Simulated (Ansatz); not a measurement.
```yaml
crystal:
  periodic: [false, false, false]
  atoms:
    - {symbol: B, position_ang: [-0.301559, 1.623209, -0.072823]}
    - {symbol: Xx, position_ang: [0.030656, 0.264046, -0.076718]}
    - {symbol: C, position_ang: [1.351219, -0.209408, -0.483222]}
    - {symbol: Si, position_ang: [-1.121813, -0.938741, 0.411549]}
    - {symbol: Cl, position_ang: [-0.453460, -1.906440, 2.099848]}
    - {symbol: H, position_ang: [0.509883, 2.425970, -0.437230]}
    - {symbol: H, position_ang: [-1.392871, 1.954591, 0.289399]}
    - {symbol: H, position_ang: [1.951953, 0.634099, -0.822269]}
    - {symbol: H, position_ang: [1.274486, -0.934272, -1.299220]}
    - {symbol: H, position_ang: [1.866515, -0.693193, 0.350888]}
    - {symbol: H, position_ang: [-1.224996, -1.979970, -0.637159]}
    - {symbol: H, position_ang: [-2.413111, -0.295292, 0.710857]}
basis:
  gaussian: {orbitals: def2-SVP}
total_charge: 1
magnetization: {spin_polarized: true, initial_magnetization: 1}
hamiltonian: {xc: {name: B2PLYP}}
output: {forces: true}
```

```sh
$ ansatz run in.yaml --threads 4 --pin off --events-out ev --progress --plain --max-ram 10444MiB
```

Output, abridged:

```
Error: YAML parse error: error: line 5 column 16: `Xx` is not an element symbol (H … Og, case-exact)
 --> <input>:5:16
3 |   atoms:
4 |     - {symbol: B, position_ang: [-0.301559, 1.623209, -0.072823]}
5 |     - {symbol: Xx, position_ang: [0.030656, 0.264046, -0.076718]}
6 |     - {symbol: C, position_ang: [1.351219, -0.209408, -0.483222]}
7 |     - {symbol: Si, position_ang: [-1.121813, -0.938741, 0.411549]}
```

In this input an element symbol is wrong. The program refused the input.
